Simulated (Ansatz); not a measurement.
`C=[C]1[SiH2][GeH2]1`, charge 0, multiplicity 1.

Problem. Give a relaxed structure at PBE0-D4/def2-TZVP (the Gaussian-basis code of Ansatz). (Estimate.)

Solution. Ansatz gave: 
Z-matrix (Å, degrees):
```
Si
C 1 1.861
Ge 1 2.327 2 54.9
H 1 1.485 2 117.8 3 -110.5
H 1 1.485 2 117.8 3 110.5
C 2 1.324 1 144.1 3 179.8
H 3 1.532 1 122.2 2 -99.1
H 3 1.532 1 122.2 2 99.1
H 6 1.089 2 121.8 1 0.2
H 6 1.088 2 122.4 1 -179.8
```
Point group Cs.
This is one stationary point; other conformers may exist.
